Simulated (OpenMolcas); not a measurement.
A run on Mn2+ among 6 point charges of -0.5 e arranged as a tetragonal octahedron (D4h), 1.69 Å from the ion, with the axial distance 1.555 Å.
```
   1.6900    0.0000    0.0000  -0.50
   0.0000    1.6900    0.0000  -0.50
  -1.6900    0.0000    0.0000  -0.50
   0.0000   -1.6900    0.0000  -0.50
   0.0000    0.0000    1.5548  -0.50
   0.0000    0.0000   -1.5548  -0.50
```

```
Program             : OpenMolcas 26.06
Method              : CASSCF
Basis               : ANO-RCC-VDZP [5s4p2d1f]
Scalar Hamiltonian  : DKH2, point nucleus
Active space        : 5 electrons in 5 orbitals (3d)
State averaging     : 2S+1 = 6 even, 1 root; 2S+1 = 4 even, 24 roots; 2S+1 = 2 even, 75 roots
Spin-orbit coupling : RASSI with atomic mean-field integrals over the reference wave functions
```

34 basis functions. Blocks (2S+1, parity, CSFs, roots kept): 6, even, 1, 1; 4, even, 24, 24; 2, even, 75, 75.

Question: How long do the RASSCF and RASSI steps take on 1 thread of Arm Neoverse V1, with other jobs on the host?

Answer: About 28 s of wall time, without the integral step.
